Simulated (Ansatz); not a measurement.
Ligand exchange: Cd(CH3)(SH) + C2H4S → Cd(SH)2 + C3H6

Species: Cd(CH3)(SH), singlet; C2H4S `C=CS`, singlet; Cd(SH)2, singlet; C3H6 (propene) `C=CC`, singlet. The partners trade CH3 for SH: Cd–CH3 and C–SH bonds give way to Cd–SH and C–CH3.

Shapes, held fixed at every level: PBE0-D4/def2-TZVP. Flexible molecules stand in one conformer, not always the lowest. Programs: Ansatz 0.2.0. Electronic energies: no zero-point or thermal term.

Q: Estimate ΔE of this reaction.

A: The highest level, CCSD(T)/def2-TZVPP, gives ΔE = -111.1 kJ/mol; the levels span -143.7 to -104.5. The column of differences is taken from that level and isn't an error. No measured value is set beside it here. For atoms past krypton def2 sets carry core potentials with scalar relativity. Outer-core shells of Cd are correlated in most correlated rows, in sets that cover them unevenly.

```json
{"level": "HF/def2-TZVPP", "kind": "Hartree–Fock", "ΔE (kJ/mol)": "-143.7", "less CCSD(T)/def2-TZVPP": "-32.6"}
{"level": "PBE-D4/def2-TZVPP", "kind": "GGA", "ΔE (kJ/mol)": "-104.5", "less CCSD(T)/def2-TZVPP": "+6.6"}
{"level": "wB97M-V/def2-TZVPP", "kind": "range-separated hybrid", "ΔE (kJ/mol)": "-116.1", "less CCSD(T)/def2-TZVPP": "-5.0"}
{"level": "wB97X-V/def2-TZVPP", "kind": "range-separated hybrid", "ΔE (kJ/mol)": "-116.8", "less CCSD(T)/def2-TZVPP": "-5.7"}
{"level": "MP2/def2-TZVPP", "kind": "perturbation theory", "ΔE (kJ/mol)": "-106.5", "less CCSD(T)/def2-TZVPP": "+4.6"}
{"level": "CCSD/def2-TZVPP", "kind": "coupled cluster or CI", "ΔE (kJ/mol)": "-115.9", "less CCSD(T)/def2-TZVPP": "-4.8"}
{"level": "CCSD(T)/def2-TZVPP", "kind": "coupled cluster or CI", "ΔE (kJ/mol)": "-111.1", "less CCSD(T)/def2-TZVPP": "0.0"}
```
